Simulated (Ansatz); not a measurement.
`C=[CH][GaH][Cl]` + H₂ → `[Cl][GaH2]` + `C=C` at 600 K and 1 bar (hydrogenolysis of a Ga–C bond).

Calculated with Ansatz (gas phase, PBE0-D4/def2-TZVP geometries, no zero-point term in ΔE). CCSD(T)/CBS adds triple-zeta CCSD(T) − MP2 to the extrapolated MP2 energy (def2 sets, frozen cores). This one scheme is used for every species. For Ga outer-core shells are correlated without core-valence functions, which leaves a few kJ/mol of doubt a bond. Scalar relativity is left out up to krypton. One conformer a species, not always the lowest.

```tsv
species	CCSD(T)/CBS energy (Eh)	H − E (kJ/mol)	S (J/(mol·K))
`C=[CH][GaH][Cl]`	-2462.25636	181.8	408.2
H₂	-1.17544	43.9	150.8
`[Cl][GaH2]`	-2384.95520	67.6	305.5
`C=C`	-78.48111	161.6	257.2
```

H − E and S are ideal-gas, rigid-rotor, harmonic terms from PBE0-D4/def2-TZVP, for one conformer and one mirror image of each species. For small species the MP2-based limit differs from directly extrapolated CCSD(T) by up to some mEh (0.8 for H₂); such offsets cancel only in part. 1 Eh = 2625.50 kJ/mol, R = 8.31446 J/(mol·K).

Task: By hand: ΔE, ΔH, ΔS and ΔG.

Result: ΔE = (-2384.95520) + (-78.48111) − (-2462.25636) − (-1.17544) = -0.00451 Eh = -11.8 kJ/mol. Δ(H − E) = 67.6 + 161.6 − 181.8 − 43.9 = 3.5, so ΔH = -8.3 kJ/mol. ΔS = 305.5 + 257.2 − 408.2 − 150.8 = 3.7 J/(mol·K). ΔG = -8.3 − 600 × (3.7)/1000 = -10.5 kJ/mol.

Task: By hand: the equilibrium constant, and the temperature at which ΔG would vanish if ΔH and ΔS stayed fixed.

Result: log₁₀ K = −ΔG/(RT ln 10) = 0.9. ΔH and −TΔS have one sign here, so there is no such temperature.

The number of gas molecules stays the same, so ΔS is small and ΔH decides. A doubt of 5 kJ/mol in ΔE shifts log₁₀ K by 0.4 here. Other conformers and mirror images would add mixing entropy, several J/(mol·K) or more a flexible species. These are equilibria of isolated gas molecules and say nothing of rates. Largest T1 diagnostic: 0.012 (customary marks: 0.02 for closed shells, 0.045 for open ones).

ΔS is within the doubt of such terms, so its sign, and with it that verdict, could turn.
